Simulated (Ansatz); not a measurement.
Stretching the Ge1–Ge2 bond in Ge2H6 (SMILES [GeH3][GeH3]) (multiplicity 1 held, fragments rigid). Energies count from the point at 2.436 Å.
Geometry at that point (charge 0, multiplicity 1):
```xyz
8

Ge    -1.214     0.095    -0.016
Ge     1.214    -0.095     0.016
H     -1.816    -0.884    -1.040
H     -1.635     1.525    -0.399
H     -1.795    -0.231     1.372
H      1.635    -1.525     0.399
H      1.816     0.884     1.040
H      1.795     0.231    -1.372
```

R- and RO- levels are restricted; in cc, def2 and unpolarised 6-31G sets they are followed outwards from rest. U- levels take the lowest unrestricted solution at each point, which mixes spins at long bonds. Active spaces are followed from a long bond inwards. Levels need not reach the same state.

Frozen-core correlation. Filled d and f shells under p-block atoms count as core.

Codes used: Ansatz (Gaussian orbitals). 

```csv
level,energy at R = 7.795 Å (eV)
R-PBE/cc-pVTZ,3.783
U-PBE/cc-pVTZ,3.061
R-r2SCAN/cc-pVTZ,4.155
R-MP2/cc-pVTZ,3.051
R-SCS-MP2/cc-pVTZ,2.497
U-SCS-MP2/cc-pVTZ,3.036
"CASSCF(2,2)/cc-pVTZ",___
"FIC-NEVPT4(SD) on CASSCF(2,2)/cc-pVTZ",2.996
"FIC-MRCISD+Q on CASSCF(2,2)/cc-pVTZ",3.016
```

### Question
Some entries are withheld; supply them.

### Answer

- CASSCF(2,2)/cc-pVTZ, energy at R = 7.795 Å (eV): 2.552

Doubts at one or more of the structures used: a restricted determinant that unrestricted orbitals would lower (R-PBE/cc-pVTZ, R-r2SCAN/cc-pVTZ, R-MP2/cc-pVTZ, R-SCS-MP2/cc-pVTZ); a spin-contaminated determinant (U-PBE/cc-pVTZ, U-SCS-MP2/cc-pVTZ).

Ansatz is a quantum-chemistry and plane-wave program.
